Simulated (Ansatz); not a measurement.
```yaml
crystal:
  periodic: [true, true, true]
  atoms:
    - {symbol: C, position_ang: [-0.951802, 1.263667, -0.160285]}
    - {symbol: Si, position_ang: [-0.427032, -0.526801, -0.140456]}
    - {symbol: C, position_ang: [1.343239, -0.725182, 0.441077]}
    - {symbol: S, position_ang: [-0.476064, -1.397669, -2.088850]}
    - {symbol: H, position_ang: [-0.287448, 1.854273, -0.795095]}
    - {symbol: H, position_ang: [-0.926900, 1.678761, 0.851686]}
    - {symbol: H, position_ang: [-1.969213, 1.368761, -0.543143]}
    - {symbol: H, position_ang: [-1.342262, -1.297617, 0.747674]}
    - {symbol: H, position_ang: [2.033790, -0.193795, -0.216904]}
    - {symbol: H, position_ang: [1.435249, -0.305332, 1.447025]}
    - {symbol: H, position_ang: [1.633841, -1.776066, 0.477670]}
basis:
  gaussian: {orbitals: 6-31G}
magnetization: {spin_polarized: true, initial_magnetization: 1}
hamiltonian: {xc: {name: r2SCANh}, dispersion: d3bj}
output: {forces: true}
```

```sh
$ ansatz run in.yaml --threads 4 --pin off --events-out ev --progress --plain --max-ram 10444MiB
```

Output, abridged:

```
Error: YAML parse error: error: line 2 column 3: crystal: missing field `lattice` (a structure is typed as `lattice` and `atoms`, a molecule's as `atoms` in Å alone, or read from a run's directory, `checkpoint`)
 --> <input>:2:3
1 | crystal:
2 |   periodic: [true, true, true]
3 |   atoms:
4 |     - {symbol: C, position_ang: [-0.951802, 1.263667, -0.160285]}
```

**Question.** Something in this input is off. What?

**Answer.** The molecule is marked periodic without a cell. The program refused the input.
